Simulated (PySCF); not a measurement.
**Al(2+) (aluminium, charge +2): PBE0 calculation**

Configuration: [Ne] 3s1, 2S determinant. Computed with PySCF 2.14 in def2-TZVPPD (6s5p4d1f, 48 functions), with no relativity, point nucleus.

```json
{
 "Total energy": "-241.3392 hartree",
 "One-electron energy": "-327.3068 hartree",
 "Hartree (Coulomb) energy": "103.9517 hartree",
 "Exchange-correlation energy": "-17.9841 hartree",
 "Kinetic energy": "240.87635 hartree",
 "⟨S²⟩": "0.7500",
 "⟨L²⟩": "0.000",
 "Sum of ⟨r⟩": "7.314 bohr",
 "Sum of ⟨r²⟩": "9.328 bohr²",
 "Density at the nucleus (Gaussians lack the cusp)": "1350 bohr⁻³",
 "Spin density at the nucleus": "3.44 bohr⁻³",
 "Langevin diamagnetic susceptibility": "-7.39 ×10⁻⁶ cm³/mol"
}
```

| shell | electrons | mean orbital energy (eV) | rms radius, mean of both spins (bohr) |
| --- | --- | --- | --- |
| 1s α | 1 | -1550.1 | 0.140 |
| 1s β | 1 | -1549.9 | 0.140 |
| 2s α | 1 | -135.25 | 0.683 |
| 2s β | 1 | -134.89 | 0.683 |
| 2p α | 3 | -95.190 | 0.675 |
| 2p β | 3 | -94.947 | 0.675 |
| 3s α | 1 | -25.460 | 2.37 |
